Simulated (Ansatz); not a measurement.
Isolated molecules relaxed with PBE0-D4/def2-TZVP in Ansatz; ΔE leaves out vibrations. CCSD(T)/CBS adds triple-zeta CCSD(T) − MP2 to the extrapolated MP2 energy (def2 sets, frozen cores). This one scheme is used for every species. Functionals use def2-TZVPP. B3LYP here is the variant with VWN-RPA as its local correlation; programs differ in this. Each species was taken in one conformer, which may not be the lowest.

Consider the ligand exchange at the Si–N bond: `C=C[SiH2]N[SiH](Cl)Cl` + CH₃SH → `CS[SiH](Cl)Cl` + `C=C[SiH2]N`.

Task: Is it downhill or uphill in electronic energy at CCSD(T)/CBS, and by how much? (An estimate is asked.)

Result: Computed: Uphill: ΔE = +3.7 kcal/mol.

Task: What do these levels give: r2SCAN-D4, B3LYP-D4, ωB97M-V, PBE, PBE0, CCSD/CBS(def2)? (Estimate.)

Result: Computed: r2SCAN-D4 2.6, B3LYP-D4 3.9, ωB97M-V 3.8, PBE 0.0, PBE0 1.1, CCSD/CBS(def2) 4.0 kcal/mol.

Largest T1 diagnostic among the species: 0.011.

The D4 term adds +1.5 kcal/mol with B3LYP and +1.0 kcal/mol with PBE0; it sums over pairs of atoms, weighted by their polarisabilities, and B3LYP, whose exchange is more repulsive, gets the larger term. From PBE to PBE0 (25 % exact exchange), in def2-TZVPP and without D4, ΔE moves by +1.1 kcal/mol.
